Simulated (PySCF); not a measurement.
**An isoelectronic set: 29 electrons**

CCSD(T) in PySCF with def2-SVPD on every atom, for the lowest determinant that a PBE0 search found; no spin–orbit coupling. All have 29 electrons, 9 of them in the valence shells, and the same state, a doublet (σ ↑). For ions De leads to the atom and ion picked by measured ionisation energies and electron affinities.

| species | difference of nuclear charges | Re (Å) | ωe (cm⁻¹) | k (mdyn/Å) | De (eV) | dissociates to |
| --- | --- | --- | --- | --- | --- | --- |
| MgS⁻ | 4 | 2.279 | 451 | 1.64 | n/a | Mg + S⁻ |
| NaCl⁻ | 6 | 2.563 | 256 | 0.537 | 1.30 | Na + Cl⁻ |
| KF⁻ | 10 | 2.333 | 343 | 0.886 | 2.03 | K + F⁻ |
| CaF | 11 | 1.999 | 582 | 2.57 | 5.45 | Ca + F |

Problem. Which member of the whole set has the stiffest bond, and how does it compare with the softest?

Solution. CaF with k = 2.57 mdyn/Å, 4.8 times that of NaCl⁻.

Correlated steps freeze 6 core orbitals. Correlated levels converge slowly with the basis: in double zeta they bind strong bonds too weakly, by up to about 1 eV, and carry superposition errors of some tenths. For an ion De counts to the pair picked by the measured ionisation energies or electron affinities, which need not be the lowest pair at this level. States were picked by a PBE0 search and need not be the measured ground states.
